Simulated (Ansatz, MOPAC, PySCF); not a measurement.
Complex: N2 (SMILES N#N) (first 2 atoms) with AsH3 (SMILES [AsH3]); geometry from B3LYP-D3(BJ)/def2-TZVP, rigid monomers moved along the line of their centres of mass till N2···As3 is 4.04 Å.
(charge 0, multiplicity 1):
```xyz
6

N      0.2416    -0.2329    -1.0082
N      0.4601    -0.6963    -0.0452
As    -0.4635     0.1509     3.7973
H      1.0213    -0.1861     3.8682
H     -0.8467    -1.3174     3.6534
H     -0.6082     0.1016     5.3153
```

Interaction energies are E(AB) − E(A) − E(B) at the monomers' geometry in the complex; basis-set methods are counterpoise corrected. Rows marked so take none.

Frozen-core correlation. Filled d and f shells under p-block atoms count as core. CBS(a, b) extrapolates the correlation energy as X⁻³ and adds the Hartree–Fock energy of set b. Rows in 3-21G, 6-31G*, STO-3G carry no dispersion term and start afresh at each structure (6-31G* with six Cartesian d functions); the Pople sets are all-electron and without relativity. MP2/6-31G* freezes PySCF's default core, which leaves 3d correlated. The state reached by PM3, PM7 isn't checked; PM7 holds dispersion and hydrogen-bond terms.

Run with Ansatz (an electronic-structure program) with Gaussian orbitals; MOPAC for PM3, PM7 (differences of heats of formation); PySCF for 3-21G rows, 6-31G* rows, STO-3G rows, the dispersion terms. Values without a source in brackets are computed.

Other levels give for the interaction energy: PBE/def2-TZVPPD -0.26; B3LYP/def2-TZVPPD 0.07; B3LYP-D3(BJ)/def2-TZVPPD -0.50; wB97M-V/def2-TZVPPD -0.43; CCSD(T)/CBS(aug-cc-pVDZ, aug-cc-pVTZ) -0.45 kcal/mol.

Question: What do these common cheap choices give for the same quantity: PM3, PM7, HF/STO-3G (no counterpoise), HF/3-21G (no counterpoise), BP86/6-31G* (no counterpoise), B3LYP/3-21G (no counterpoise), B3LYP/6-31G* (no counterpoise), MP2/6-31G*?

Answer: PM3 1.38; PM7 -0.32; HF/STO-3G (no counterpoise) -0.18; HF/3-21G (no counterpoise) -0.54; BP86/6-31G* (no counterpoise) -0.09; B3LYP/3-21G (no counterpoise) -0.72; B3LYP/6-31G* (no counterpoise) -0.33; MP2/6-31G* -0.32 kcal/mol. They span -0.72 to 1.38 kcal/mol.
